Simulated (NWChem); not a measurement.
Correlation energy of ClSi (+1)

```
Si
Cl 1 1.9939
```
Charge +1, spin multiplicity 1.

The numbers come from NWChem runs, not from measurements. The geometry was optimised at PBE/def2-SVP, a minimum by its harmonic frequencies.

Basis set: def2-TZVP. Each correlation energy counts from its own Hartree-Fock reference.

The correlated methods keep 10 core orbitals frozen. The structure started from a generated list of species. No row is a measurement; the coupled-cluster row has its own basis-set and correlation limits.

Q: For the correlation energy, MP2 gives -253.0 mHa and SCS-MP2 gives -252.3 mHa. What do CR-CCSD[T], CR-CCSD(T), CCSD give?

A: CR-CCSD[T]: -292.1 mHa; CR-CCSD(T): -291.8 mHa; CCSD: -280.8 mHa.
